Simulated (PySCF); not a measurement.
SSi, charge +1, doublet, at a GFN2-xTB geometry (a state made from the parent by changing its charge; the spin is typed, not shown lowest); PySCF with CASCI(5,5)/6-31G.

The PySCF input:
```python
from pyscf import gto, scf, mcscf
import numpy

mol = gto.Mole()
mol.atom = '''
    Si   -0.000000   -0.000000   -1.090427
    S     0.000000    0.000000    0.954123
'''
mol.basis = '6-31g'
mol.charge = 1
mol.spin = 1
mol.verbose = 4
mol.build()

mf = scf.ROHF(mol)
mf.kernel()
mc = mcscf.CASCI(mf, 5, 5)
mc.fix_spin_(ss=0.75)
mc.kernel()
occ = numpy.linalg.eigvalsh(mc.fcisolver.make_rdm1(mc.ci, mc.ncas, mc.nelecas))[::-1]
ss = mc.fcisolver.spin_square(mc.ci, mc.ncas, mc.nelecas)[0]
print('natural occupations', occ.round(4), ' <S^2>', round(ss, 4))
```

Question: Write the output that PySCF gives for this input, abridged.

Answer: 
```
PySCF version 2.14.0

[INPUT] verbose = 4
[INPUT] num. atoms = 2
[INPUT] num. electrons = 29
[INPUT] charge = 1
[INPUT] spin (= nelec alpha-beta = 2S) = 1
[INPUT] symmetry False subgroup None
[INPUT] Mole.unit = angstrom
[INPUT] Symbol           X                Y                Z      unit          X                Y                Z       unit  Magmom
[INPUT]  1 Si     0.000000000000   0.000000000000  -1.090427000000 AA    0.000000000000   0.000000000000  -2.060608388831 Bohr   0.0
[INPUT]  2 S      0.000000000000   0.000000000000   0.954123000000 AA    0.000000000000   0.000000000000   1.803031159148 Bohr   0.0

nuclear repulsion = 57.9764228050574
number of shells = 14
number of NR pGTOs = 92
number of NR cGTOs = 26
basis = 6-31g
ecp = {}

******** <class 'pyscf.scf.rohf.ROHF'> ********
method = ROHF
initial guess = minao
damping factor = 0
level_shift factor = 0
DIIS = <class 'pyscf.scf.diis.CDIIS'>
diis_start_cycle = 1
diis_space = 8
diis_damp = 0
SCF conv_tol = 1e-09
SCF conv_tol_grad = None
SCF max_cycles = 50
direct_scf = True
direct_scf_tol = 1e-13
num. doubly occ = 14  num. singly occ = 1
Set gradient conv threshold to 3.16228e-05
init E= -686.279582106118
  HOMO = -0.272281051819443  LUMO = -0.0266111360997075  gap/eV = 6.68502
cycle= 1 E= -685.907937689309  delta_E= 0.372  |g|= 0.373  |ddm|= 1.15
  HOMO = -0.55850588014878  LUMO = -0.306667463864369  gap/eV = 6.85287
cycle= 2 E= -685.869027305773  delta_E= 0.0389  |g|= 0.554  |ddm|= 1.14
  HOMO = -0.551447716385027  LUMO = -0.269306024127531  gap/eV = 7.67747
cycle= 3 E= -686.015063977646  delta_E= -0.146  |g|= 0.0216  |ddm|= 0.562
  HOMO = -0.517836495603135  LUMO = -0.243634156779735  gap/eV = 7.46143
cycle= 4 E= -686.01540336652  delta_E= -0.000339  |g|= 0.00676  |ddm|= 0.0394
  HOMO = -0.516191174921123  LUMO = -0.24300278127788  gap/eV = 7.43383
cycle= 5 E= -686.015473410986  delta_E= -7e-05  |g|= 0.00214  |ddm|= 0.0181
  HOMO = -0.516434043124767  LUMO = -0.243567888694332  gap/eV = 7.42507
cycle= 6 E= -686.015487249445  delta_E= -1.38e-05  |g|= 0.00101  |ddm|= 0.00902
  HOMO = -0.516358661928403  LUMO = -0.243493167133534  gap/eV = 7.42505
cycle= 7 E= -686.015490767567  delta_E= -3.52e-06  |g|= 0.000623  |ddm|= 0.0041
  HOMO = -0.516365751839443  LUMO = -0.243538799714915  gap/eV = 7.42400
cycle= 8 E= -686.015494284895  delta_E= -3.52e-06  |g|= 0.000363  |ddm|= 0.00686
  HOMO = -0.516364963382856  LUMO = -0.243517301515066  gap/eV = 7.42456
cycle= 9 E= -686.015495778526  delta_E= -1.49e-06  |g|= 5.26e-05  |ddm|= 0.00753
  HOMO = -0.516365407073317  LUMO = -0.243521851209185  gap/eV = 7.42445
cycle= 10 E= -686.015495801183  delta_E= -2.27e-08  |g|= 2.02e-06  |ddm|= 0.00103
  HOMO = -0.516366091575213  LUMO = -0.243521827291887  gap/eV = 7.42447
cycle= 11 E= -686.015495801187  delta_E= -3.75e-12  |g|= 5.6e-07  |ddm|= 8.13e-06
  HOMO = -0.516365953840622  LUMO = -0.243521725690503  gap/eV = 7.42447
Extra cycle  E= -686.015495801187  delta_E= -2.27e-13  |g|= 4.41e-07  |ddm|= 1.61e-06
converged SCF energy = -686.015495801187

******** <class 'pyscf.mcscf.casci.CASCI'> ********
CAS (3e+2e, 5o), ncore = 12, nvir = 9
natorb = False
canonicalization = True
sorting_mo_energy = False
******** <class 'pyscf.fci.addons.SpinPenaltyFCISolver'> ********
max. cycles = 200
conv_tol = 1e-08
davidson only = True
linear dependence = 1e-12
level shift = 0.001
max iter space = 12
nroots = 1
pspace_size = 400
spin = None
Density matrix diagonal elements [1.97446455 0.97543214 1.99085263 0.02884279 0.03040789]
CASCI converged
CASCI E = -686.045597458056  E(CI) = -6.73625855734940  S^2 = 0.7500000
natural occupations [1.9909 1.9815 0.9964 0.0218 0.0094]  <S^2> 0.75
```
